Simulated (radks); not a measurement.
Results of a calculation; reference values are marked as such.
The vanadium ion V+, configuration [Ar] 3d4. Code: a radial shooting solver on a logarithmic mesh with Libxc functionals. Model: Dirac Kohn-Sham, PBE, spin-unpolarised, spherical densities, point nucleus; open shells fill j = l - 1/2 first.

Radial electron density D(r) = 4 pi r^2 rho(r):

```
   r/bohr * D(r) (the largest magnitude, 29.6, reaches the edge; | marks zero)
 0.005981 |     *
 0.007726 |       *
 0.009901 |           *
  0.01279 |                 *
  0.01639 |                        *
  0.02117 |                                *
  0.02735 |                                         *
  0.03505 |                                               *
  0.04527 |                                                  *
  0.05801 |                                                *
  0.07494 |                                          *
  0.09603 |                                      *
    0.124 |                                        *
    0.159 |                                               *
   0.2053 |                                                      *
   0.2652 |                                                 *
   0.3399 |                                  *
   0.4391 |                    *
   0.5626 |                *
   0.7268 |                    *
   0.9314 |                    *
    1.203 |              *
    1.542 |       *
    1.991 |  *
    2.572 |*
    3.297 |*
    4.258 *
    5.457 *
```

D(r) has 3 maxima, at r = 0.0460, 0.215, 0.833 bohr, and minima at 0.103, 0.532 bohr, inside which lie 2.13, 10.51 electrons.
